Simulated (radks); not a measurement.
Values are calculated unless marked as measured or tabulated.
Effect of the nuclear size on the praseodymium ion Pr9+, [Kr] 4d10 4f2 5s2. Code: a radial shooting solver on a logarithmic mesh with Libxc functionals. Model: Dirac Kohn-Sham, PBE, spin-unpolarised, spherical densities, finite nucleus; open shells are shared between the two j in proportion to 2j + 1; Fermi nuclear charge, rms radius 4.8919 fm. The rms radius is varied about that value; shifts are against it.

| rms radius (fm) | total energy shift (eV) | density at nucleus (e/bohr^3) | 1s1/2 shift (meV) | 2s1/2 shift (meV) | 4p1/2 shift (meV) | 5s1/2 shift (meV) | 5p1/2 (empty) shift (meV) | 4f7/2 shift (meV) | 6s1/2 (empty) shift (meV) |
|---|---|---|---|---|---|---|---|---|---|
| 4.0896 | -3.52 | 4.334e+05 | -1460 | -180 | 0.539 | -1.82 | 0.200 | 0.411 | -0.662 |
| 4.7354 | -0.726 | 4.2e+05 | -301 | -37.2 | 0.111 | -0.375 | 0.041 | 0.085 | -0.137 |
| 4.8919 | 0 | 4.17e+05 | 0.000 | 0.000 | 0.000 | 0.000 | 0.000 | 0.000 | 0.000 |
| 5.3713 | 2.34 | 4.088e+05 | 971 | 120 | -0.358 | 1.21 | -0.132 | -0.273 | 0.440 |
| 5.7773 | 4.46 | 4.024e+05 | 1850 | 228 | -0.681 | 2.30 | -0.252 | -0.519 | 0.837 |

Slopes of the eigenvalues against <r^2> in GHz/fm^2, as finite differences over the two radii next to the reference (eigenvalue slopes, not the field-shift constants of lines): 1s1/2 47900, 2s1/2 5900, 4p1/2 -17.6, 5s1/2 59.5, 5p1/2 (empty) -6.53, 4f7/2 -13.4, 6s1/2 (empty) 21.7.
